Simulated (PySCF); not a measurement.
Dipole response of W²⁺ (tungsten, charge +2)

[Xe] 4f14 5d4, high-spin 5D determinant. All numbers are calculated (PySCF 2.14, scalar relativity through the core potential, in aug-cc-pVTZ-PP with one added diffuse shell each of s, p, d, f, g type with ECP60MDF (7s7p6d4f3g, 113 functions)). Coupled (time-dependent) response in atomic units; α is the mean over directions.

```json
{"method": "r2SCANh", "mean α (bohr³)": "13.23", "α xx, yy, zz": "12.05, 12.05, 15.59", "C₆ (like pair)": "79.61", "S(−4)": "72.49"}
```

S(−4) is the Cauchy moment in α(ω) = α(0) + S(−4) ω² + …

Spin-orbit coupling is absent.

α(iu) at r2SCANh:

```json
{"u (hartree)": "0", "α(iu) (bohr³)": "13.23"}
{"u (hartree)": "0.0500", "α(iu) (bohr³)": "13.05"}
{"u (hartree)": "0.100", "α(iu) (bohr³)": "12.57"}
{"u (hartree)": "0.200", "α(iu) (bohr³)": "11.10"}
{"u (hartree)": "0.300", "α(iu) (bohr³)": "9.586"}
{"u (hartree)": "0.500", "α(iu) (bohr³)": "7.259"}
{"u (hartree)": "0.750", "α(iu) (bohr³)": "5.406"}
{"u (hartree)": "1.00", "α(iu) (bohr³)": "4.201"}
{"u (hartree)": "1.50", "α(iu) (bohr³)": "2.745"}
{"u (hartree)": "2.00", "α(iu) (bohr³)": "1.922"}
{"u (hartree)": "3.00", "α(iu) (bohr³)": "1.074"}
{"u (hartree)": "5.00", "α(iu) (bohr³)": "0.4593"}
```

A single London oscillator, α(iu) = α/(1 + u²/ω²), gives C₆ = (3/4) ω α². Matching the computed C₆ needs ω = 4 × 79.61 / (3 × 13.23²) = 0.606 hartree.

For an ion, C₆ is the dispersion term alone; charge-induced terms of lower order in 1/R come first.

The components differ because the open shell of this determinant is not spherical; for a pure term their mean is the scalar polarisability.

Energies and moments cover only the electrons outside the core potential. Spin-orbit coupling, absent here, splits the open shell strongly.
